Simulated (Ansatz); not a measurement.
This triplet is an excited state, 1.96 eV above the relaxed singlet at the level B3LYP/cc-pVTZ // PBE0-D3(BJ)/def2-TZVP (Ansatz, an electronic-structure program).

Species: C2H5GeN, SMILES `C=[CH][Ge][NH2]` (excited triplet) (charge 0, multiplicity 3).

Task: Give a relaxed geometry from PBE0-D3(BJ)/def2-TZVP run with Ansatz.

Result: Several could match; the one computed here: the end point of this relaxation, one of several conformers (outside a Z-matrix the atoms follow the SMILES, hydrogens last).
Bonded distances (Å): C1–C2 1.339, C1–H5 1.086, C1–H6 1.084, C2–Ge3 1.921, C2–H7 1.086, Ge3–N4 1.852, N4–H8 1.012, N4–H9 1.012. Bond angles (°): C2–C1–H5 120.8, C2–C1–H6 122.1, H5–C1–H6 117.2, C1–C2–Ge3 123.7, C1–C2–H7 120.9, Ge3–C2–H7 115.4, C2–Ge3–N4 113.3, Ge3–N4–H8 115.3, Ge3–N4–H9 115.3, H8–N4–H9 109.1.
